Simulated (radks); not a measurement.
The numbers below are computed, except where a source is named.
Initial-state core-level shifts of the praseodymium ion Pr2+ when its valence configuration changes from [Xe] 4f3. Code: a radial shooting solver on a logarithmic mesh with Libxc functionals. Model: scalar-relativistic Kohn-Sham, PBE, spin-unpolarised, spherical densities, point nucleus. Shifts are changes of the shell-averaged eigenvalues in eV (positive: less bound).

valence,1s,2p,3p,5p
4f2 6s1,-8.879,-9.461,-10.473,-5.021
4f2 5d1,-6.292,-6.759,-7.828,-2.726
4f1 5d1 6s1,-16.551,-17.740,-20.120,-7.990
4f0.5 5d1.5 6s1,-20.707,-22.240,-25.398,-9.471
4f0.5 5d0.5 6s1 6p1,-24.795,-26.479,-29.583,-12.922
5d1.5 6s1.5,-26.598,-28.576,-32.539,-12.214
4f1 6s2,-19.513,-20.848,-23.164,-10.435
4f2.5 6p0.5,-4.718,-4.984,-5.448,-2.949
4f1.5 5d0.5 6p1,-13.662,-14.531,-16.199,-7.496
